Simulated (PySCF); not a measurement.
# Working out the ionisation energy of Ti

Ti [Ar] 3d2 4s2 (3F) → Ti⁺ [Ar] 3d2 4s1 (4F). Calculation: PySCF 2.14, in aug-cc-pVDZ-DK; scalar relativity by spin-free X2C-1e. Frozen: [Ar]. Energies in hartree (1 hartree = 27.21139 eV):

| part | Ti (lower) | Ti⁺ (upper) |
| --- | --- | --- |
| UHF | -852.744824 | -852.540382 |
| MP2 opposite-spin | -0.027715 | 0.000000 |
| MP2 same-spin | -0.008125 | -0.008277 |

Problem. What does Hartree-Fock give?

Solution. (-852.540382) − (-852.744824) = 0.204442 hartree = 5.563 eV.

Problem. What do MP2 and SCS-MP2 (6/5 opposite-spin, 1/3 same-spin) give?

Solution. The opposite-spin parts differ by 0.754 eV and the same-spin parts by -0.004 eV. MP2: 5.563 + (0.754) + (-0.004) = 6.313 eV. SCS-MP2: 5.563 + 1.2 × (0.754) + (-0.004)/3 = 6.466 eV.

Measured between the centres of the two terms (NIST): 6.828 eV, so MP2 (valence) is off by -0.515 eV.

A double-zeta basis recovers only part of the correlation energy.

What remains against the reference includes basis incompleteness, the frozen core and correlation beyond second order.
